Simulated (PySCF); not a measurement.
Computed Raman spectrum (relative Raman activity) of a molecule CH₆OSeSi. Coordinates come from a TPSSh-D3(BJ)/def2-SVP optimisation. Other conformers were not sampled. Method: PySCF with TPSSh-D3(BJ)/def2-SVP. Frequencies are harmonic and unscaled.

Lines under 2 % of the strongest are left out, and lines within 2 cm⁻¹ are merged.

ν (cm⁻¹): 544 (w), 593 (w), 712 (w), 731 (w), 904 (vw), 912 (vw), 951 (w), 961 (w), 996 (w), 1439 (w), 1467 (w), 2244 (m), 2258 (s), 2277 (vs), 3044 (s), 3156 (m), 3173 (m) (against the strongest line: vs over 80 %, s over 45 %, m over 15 %, w over 4 %, vw less)

Q: Which molecule gave these data?
(A) CO[SiH2][SeH]
(B) CO[Se][SiH3]
(C) C[Se]O[SiH3]

A: C, C[Se]O[SiH3]
